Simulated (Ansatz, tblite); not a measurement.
Removing and adding an electron: the cluster Ga₄P₄. The state is a singlet with charge 0. Geometry: PBE0-D4/def2-SVP. Ansatz, gas phase; energy differences of separate SCF runs; the oxidised species was run as a doublet alone; the reduced species was run as a doublet alone.

Cartesian coordinates in Å:
```
Ga 0.1291 2.6755 0.0388
Ga 1.2934 -1.9293 1.3346
Ga -1.6810 -1.7822 1.0836
Ga 0.2584 1.0360 -2.4569
P -0.0938 0.6107 1.4704
P -1.5333 0.3259 -0.2936
P 1.5853 0.1716 -0.0306
P 0.0419 -1.1082 -1.1463
```

The xTB rows come from tblite. HOMO above LUMO, or a gap near zero within one spin, warns that the state may not be the lowest or that an electron is smeared out. Another isomer (singlet) lies 0.13 eV lower at PBE0-D4/def2-TZVP; other spin states weren't run for this one.

```csv
level,−HOMO (eV),vertical IE (eV),−LUMO (eV),vertical EA (eV),HOMO–LUMO gap (eV),IE − EA (eV)
GFN1-xTB,8.51,10.44,6.20,4.71,2.31,5.74
GFN2-xTB,8.49,10.59,6.25,4.39,2.24,6.19
```

Q: Estimate the rows for PBE-D4/def2-SVP, PBE0-D4/def2-SVP.

A: 
```json
{"level": "PBE-D4/def2-SVP", "−HOMO (eV)": "5.14", "vertical IE (eV)": "7.23", "−LUMO (eV)": "3.41", "vertical EA (eV)": "1.55", "HOMO–LUMO gap (eV)": "1.73", "IE − EA (eV)": "5.68", "remarks": "HOMO above zero (-1 doublet), gap within one spin near zero (+1 doublet)"}
{"level": "PBE0-D4/def2-SVP", "−HOMO (eV)": "5.90", "vertical IE (eV)": "7.34", "−LUMO (eV)": "2.89", "vertical EA (eV)": "1.60", "HOMO–LUMO gap (eV)": "3.01", "IE − EA (eV)": "5.75", "remarks": "–"}
```

   A HOMO above zero means that the electron is unbound at that level or that self-interaction error raises the level; the energy of removing that electron tells which. Raw xTB energy differences between charge states are shifted by several eV; the methods need an empirical correction for them. Sets without diffuse functions give affinities that are too small.
